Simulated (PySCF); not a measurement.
PySCF 2.14 output of an unrestricted LDA calculation on a single atom or ion in aug-cc-pVQZ-PP with ECP28MDF (7s7p5d3f2g, 92 functions), with scalar relativity through the core potential:

```
SCF conv_tol = 1e-09
number electrons alpha = 14  beta = 11
    P. A. M. Dirac.,  Math. Proc. Cambridge Philos. Soc. 26, 376 (1930)
    F. Bloch.,  Z. Phys. 57, 545 (1929)
    S. H. Vosko, L. Wilk, and M. Nusair.,  Can. J. Phys. 58, 1200 (1980)
cycle= 1 E= -294.605354777583  delta_E= -0.0167  |g|= 0.0673  |ddm|= 1.84
cycle= 2 E= -294.606337758781  delta_E= -0.000983  |g|= 0.0286  |ddm|= 0.243
cycle= 3 E= -294.606493466987  delta_E= -0.000156  |g|= 0.00227  |ddm|= 0.0907
cycle= 4 E= -294.606495190931  delta_E= -1.72e-06  |g|= 0.000536  |ddm|= 0.0163
cycle= 5 E= -294.606495330793  delta_E= -1.4e-07  |g|= 5.81e-05  |ddm|= 0.00237
cycle= 6 E= -294.606495333098  delta_E= -2.31e-09  |g|= 3.75e-06  |ddm|= 0.000428
cycle= 7 E= -294.606495333157  delta_E= -5.85e-11  |g|= 4.38e-07  |ddm|= 6.86e-05
converged SCF energy = -294.606495333157  <S^2> = 3.7517562  2S+1 = 4.000878
```

The run itself started from symmetry-adapted Hartree-Fock orbitals and held the occupation by maximum overlap, on a logarithmic radial grid, so the iterations belong to that start.

Problem. Which element, charge and spin multiplicity is this?

Solution. I (iodine, neutral), multiplicity 4; the state was [Kr] 4d10 5s1 5p5 6s1, high-spin 4P determinant (an excited configuration).

Energies and moments cover only the electrons outside the core potential. The outer electron is Rydberg-like, and this basis confines it to a smaller radius and binds it less than a complete one would.
